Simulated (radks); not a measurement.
Kinetic energies: the exact non-interacting value of the Kohn-Sham orbitals and orbital-free approximations, in hartree. Species: Cr12+ [Ne] 3s2; Lu3+ [Xe] 4f14. All-electron calculation, non-relativistic Kohn-Sham, PBE, spin-polarised, spherical densities, point nucleus. Program: a radial shooting solver on a logarithmic mesh with Libxc functionals. Every spin shell is full or empty, so the densities are truly spherical. Functionals are evaluated on that one density, not self-consistently.

functional        Cr12+     Lu3+
exact           983.886  13850.4
Thomas-Fermi     916.14    13177
TF + vW          1483.4    18289
TF + vW/9        979.17    13745
LC94             986.08    13844
APBEK            987.17    13849
revAPBEK         990.40    13869
Perdew 92        979.30    13746
Thakkar          983.29    13739
LKT              1267.6    16152
PG1              1213.1    15645
DePristo-Kress   985.15    13816
